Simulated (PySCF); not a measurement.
## Copper: a sound run and one with changed settings

Sound run: Cu [Ar] 3d10 4s1, Cu⁺ [Ar] 3d10. Calculation: PySCF 2.14, in pcseg-2 (6s4p3d2f1g, 56 functions); the non-relativistic Hamiltonian (point nucleus). The sound run starts from symmetry-adapted Hartree-Fock orbitals and uses a fine grid where one is needed.

A second run was set up differently.

```csv
species,method,sound run (hartree),changed run (hartree),converged
Cu,UHF,-1638.93075,-1638.93053,no
Cu,BP86,-1640.79319,-1640.75063,no
Cu,M06-2X,-1640.48870,-1640.48861,no
Cu⁺,UHF,-1638.69518,-1638.69488,no
Cu⁺,BP86,-1640.49029,-1640.35788,no
Cu⁺,M06-2X,-1640.21237,-1640.21098,no
```

**Question.** What was changed?
A. a valence shell is frozen
B. too few SCF iterations
C. minimal basis
D. level shift left on

**Answer.** B. It used initial guess minao, at most 3 SCF cycles. The SCF was stopped early; the energies are upper bounds that still move, and correlated levels were skipped or rest on poor orbitals.
